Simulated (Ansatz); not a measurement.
`NB1CO1` + `BO` → `BOB1CO1` + NH₃ at 700 K and 1 bar (ligand exchange at a B–N bond).

Program: Ansatz. Geometries: PBE0-D4/def2-TZVP. ΔE: electronic, gas phase. CCSD(T)/CBS is the MP2 limit (def2-TZVPP, def2-QZVPP) plus CCSD(T) − MP2 in def2-TZVPP, frozen cores. This one scheme is used for every species. Each species was taken in one conformer, which may not be the lowest.

```tsv
species	CCSD(T)/CBS energy (Eh)	H − E (kJ/mol)	S (J/(mol·K))
`NB1CO1`	-195.16486	214.7	357.8
`BO`	-101.80414	126.4	277.4
`BOB1CO1`	-240.45540	223.0	418.0
NH₃	-56.50880	116.9	226.5
```

H − E and S are ideal-gas, rigid-rotor, harmonic terms from PBE0-D4/def2-TZVP, for one conformer and one mirror image of each species. 1 Eh = 2625.50 kJ/mol, R = 8.31446 J/(mol·K).

Task: By hand: ΔE, ΔH, ΔS and ΔG.

Result: ΔE = (-240.45540) + (-56.50880) − (-195.16486) − (-101.80414) = 0.00480 Eh = 12.6 kJ/mol. Δ(H − E) = 223.0 + 116.9 − 214.7 − 126.4 = -1.2, so ΔH = 11.4 kJ/mol. ΔS = 418.0 + 226.5 − 357.8 − 277.4 = 9.3 J/(mol·K). ΔG = 11.4 − 700 × (9.3)/1000 = 4.9 kJ/mol.

Task: By hand: the equilibrium constant, and the temperature at which ΔG would vanish if ΔH and ΔS stayed fixed.

Result: log₁₀ K = −ΔG/(RT ln 10) = -0.4. ΔG = 0 at ΔH/ΔS = 1226 K, though so small a ΔS makes that figure unsure.

TΔS isn't small against ΔH here. The sign of ΔG lies within the doubt. A doubt of 5 kJ/mol in ΔE shifts log₁₀ K by 0.4 here. Other conformers and mirror images would add mixing entropy, several J/(mol·K) or more a flexible species. Modes under 60 cm⁻¹, often nearly free rotors, make the harmonic entropy too high. These are equilibria of isolated gas molecules and say nothing of rates. Largest T1 diagnostic: 0.015 (customary marks: 0.02 for closed shells, 0.045 for open ones).
